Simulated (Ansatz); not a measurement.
Geometry optimisation, Ansatz 0.2.0, RKS r2SCAN-D4/def2-SVP.

Input file:

```yaml
crystal:
  periodic: [false, false, false]
  atoms:
    - { symbol: O, position_ang: [0.8596, -1.6237, 1.2352] }
    - { symbol: C, position_ang: [0.4887, -0.7236, 0.1528] }
    - { symbol: O, position_ang: [-0.4857, -1.4138, -0.6247] }
    - { symbol: Cl, position_ang: [2.0668, -0.5447, -0.7829] }
    - { symbol: O, position_ang: [0.0759, 0.5053, 0.6562] }
    - { symbol: Si, position_ang: [-0.7716, 1.5896, -0.2736] }
    - { symbol: H, position_ang: [1.7978, -1.6825, 1.1256] }
    - { symbol: H, position_ang: [0.10643, -1.85134, -1.20403] }
    - { symbol: H, position_ang: [-0.867, 2.8904, 0.4771] }
    - { symbol: H, position_ang: [-0.0731, 1.792, -1.5386] }
    - { symbol: H, position_ang: [-2.1542, 1.0615, -0.4782] }
basis:
  gaussian: { orbitals: def2-SVP }
hamiltonian:
  xc: r2scan
  dispersion: d4
relax:
  f_tol: 0.015
  max_steps: 40
```

Launched with:

```bash
$ ansatz run input.yaml --threads 2 --pin off --max-ram 3072MiB --backend cpu --events-out ev --progress --plain --runs-dir out
```

Problem. Where does it end, and by what steps?

Solution. It converged. After 10 steps the energy has fallen by 0.740 eV; H7 moved furthest, 0.62 Å.

```
step  energy less start (eV)  largest force component (eV/Å)  accepted
   0                  0.0000                           2.906       yes
   1                 -0.4406                           1.683       yes
   2                 -0.5870                           0.999       yes
   3                 -0.6419                           1.108       yes
   4                 -0.7000                           0.685       yes
   5                 -0.7311                           0.180       yes
   6                 -0.7374                           0.081       yes
   7                 -0.7393                           0.150       yes
   8                 -0.7400                           0.061       yes
   9                 -0.7402                           0.022       yes
  10                 -0.7402                           0.004       yes
```

```xyz
11
Properties=species:S:1:pos:R:3
O 0.882 -1.714 1.007
C 0.525 -0.791 0.083
O -0.376 -1.301 -0.792
Cl 2.139 -0.350 -0.915
O 0.068 0.350 0.627
Si -0.775 1.546 -0.249
H 1.565 -1.321 1.572
H 0.017 -2.078 -1.217
H -0.621 2.770 0.576
H -0.168 1.714 -1.594
H -2.212 1.174 -0.354
```

The run took 31 s on 2 threads of Intel(R) Xeon(R) 6975P-C (Granite Rapids), with other jobs on the host, peak memory 0.21 GiB.
